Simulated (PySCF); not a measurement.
B(Me)(OMe)(SH), SMILES COB(C)S (C2H7BOS), PBE0/def2-SVP optimised geometry.

```
12

B      0.27     0.01     0.00
C      1.84     0.01     0.00
H      2.23     1.04     0.01
H      2.23    -0.51    -0.89
H      2.24    -0.52     0.88
O     -0.39     1.19     0.00
C     -1.79     1.31     0.00
H     -2.24     0.83     0.89
H     -2.05     2.38     0.00
H     -2.23     0.84    -0.90
S     -0.73    -1.53     0.00
H      0.33    -2.38     0.00
```

Density from PBE0/def2-TZVP in PySCF 2.14.0 at that geometry.

Minimum of the electron density along straight lines between bonded atoms, close to the bond critical point (lines longer than 1.1 times the sum of covalent radii, or with two minima, are not listed):

```tsv
bond	length / Å	ρ at the minimum / e bohr⁻³	∇²ρ there / e bohr⁻⁵	position (fraction from the first atom)
B1–C2	1.572	0.189	-0.33	0.33
C2–H3	1.100	0.269	-0.89	0.64
C2–H4	1.102	0.265	-0.86	0.64
C2–H5	1.102	0.265	-0.86	0.64
B1–O6	1.353	0.211	1.02	0.33
O6–C7	1.405	0.260	-0.49	0.66
C7–H8	1.103	0.277	-0.96	0.65
C7–H9	1.099	0.281	-0.99	0.65
C7–H10	1.103	0.277	-0.96	0.65
B1–S11	1.835	0.146	-0.22	0.30
S11–H12	1.348	0.213	-0.61	0.64
```
